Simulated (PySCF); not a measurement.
**Bonding in o-xylene**

Compound: o-xylene, C₈H₁₀.
Numbering: `[CH3:1][c:2]1[cH:3][cH:4][cH:5][cH:6][c:7]1[CH3:8]` (hydrogens: H9, H10, H11 on C1; H12 on C3; H13 on C4; H14 on C5; H15 on C6; H16, H17, H18 on C8)

Geometry (PBE0-D3(BJ)/def2-SVP, Å), atoms numbered from 1 in this order:
```xyz
18
C8H10 angstrom
C     -1.0050   -1.9670   -0.1247
C     -0.0245   -0.8330   -0.0591
C      1.3454   -1.0845    0.0586
C      2.2738   -0.0470    0.1203
C      1.8329    1.2717    0.0648
C      0.4695    1.5355   -0.0523
C     -0.4714    0.5038   -0.1155
C     -1.9343    0.8128   -0.2426
H     -1.5868   -1.9464   -1.0609
H     -0.4959   -2.9389   -0.0670
H     -1.7359   -1.9199    0.6992
H      1.6901   -2.1216    0.1025
H      3.3392   -0.2713    0.2121
H      2.5474    2.0970    0.1122
H      0.1215    2.5715   -0.0964
H     -2.3627    0.3758   -1.1596
H     -2.1129    1.8964   -0.2717
H     -2.5111    0.3987    0.6007
```

Bond orders from the PBE0/pcSseg-1 density (PySCF). Isolated species at its PBE0-D3(BJ)/def2-SVP geometry, gas phase.

(1) How far do the computed orders between heavy atoms stray from the drawn ones?

(2) Give the Mayer order of every bond, beside its length.

Results:

(1) The largest departure is 0.151, at C7–C2 (drawn aromatic, 1.349), counting aromatic bonds as 1.5. The bonds drawn aromatic range from 1.35 to 1.45.

(2) 
```tsv
bond	drawn as	length (Å)	Mayer order
C1–C2	single	1.501	1.105
C2–C3	aromatic	1.398	1.446
C3–C4	aromatic	1.394	1.434
C4–C5	aromatic	1.392	1.433
C5–C6	aromatic	1.394	1.434
C6–C7	aromatic	1.398	1.446
C7–C8	single	1.501	1.105
C7–C2	aromatic	1.411	1.349
C1–H9	single	1.102	0.940
C1–H10	single	1.099	0.950
C1–H11	single	1.102	0.939
C3–H12	single	1.094	0.959
C4–H13	single	1.093	0.964
C5–H14	single	1.093	0.964
C6–H15	single	1.094	0.959
C8–H16	single	1.102	0.940
C8–H17	single	1.099	0.950
C8–H18	single	1.102	0.940
```

Bonds between the same two heavy elements. C–C: lowest C1–C2 and C7–C8 (1.105, 1.501 Å), highest C2–C3 and C6–C7 (1.446, 1.398 Å). Bonds named together lie within 0.004.

Q: Sum the orders of all bonds at each heavy atom with more than one neighbour and set the sums beside the valence in the SMILES.

A: C1 3.934 (drawn 4), C2 3.900 (drawn 4), C3 3.839 (drawn 4), C4 3.831 (drawn 4), C5 3.831 (drawn 4), C6 3.839 (drawn 4), C7 3.900 (drawn 4), C8 3.935 (drawn 4). Orders between atoms that aren't bonded are not in these sums.

For a closed shell the Mayer order of atoms A and B is Σ (PS)μν (PS)νμ over the basis functions μ on A and ν on B, with P the density and S the overlap matrix.

These values come from a run that also computed NMR shieldings. On an Arm Neoverse V1 with one thread, on a shared host, this took 43 s of wall time.
